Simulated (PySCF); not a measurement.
Job for PySCF: R-BP86/6-31G* on C2H6BF (SMILES CB(C)F), a point of a torsion scan.

```python
from pyscf import gto, scf, dft, mp
from pyscf.data.elements import chemcore

mol = gto.M(
    atom='''
    C    -1.37730408   -0.23628355   -0.16749110
    B    -0.00773619    0.36333445    0.34071363
    C     1.34928775    0.29381905   -0.46398468
    F     0.01588228    0.96832469    1.52165132
    H    -1.67590959    0.22493189   -1.10714614
    H    -1.28430774   -1.30123082   -0.37163796
    H    -2.18610235   -0.09926055    0.54497835
    H     2.10693839   -0.22971401    0.11731241
    H     1.74322998    1.29502092   -0.63193078
    H     1.26270031   -0.20047908   -1.42618460
    ''',
    basis='6-31g*',
    cart=True,
    charge=0, spin=0, verbose=3, max_memory=1800)
mf = dft.RKS(mol, xc='b88,p86')
mf.conv_tol = 1e-8
mf.max_cycle = 100
mf.kernel()
if not mf.converged:
    mf = mf.newton().run(mf.mo_coeff, mf.mo_occ)
```

Question: Predict the final total energy.

Answer: -204.5724 hartree.
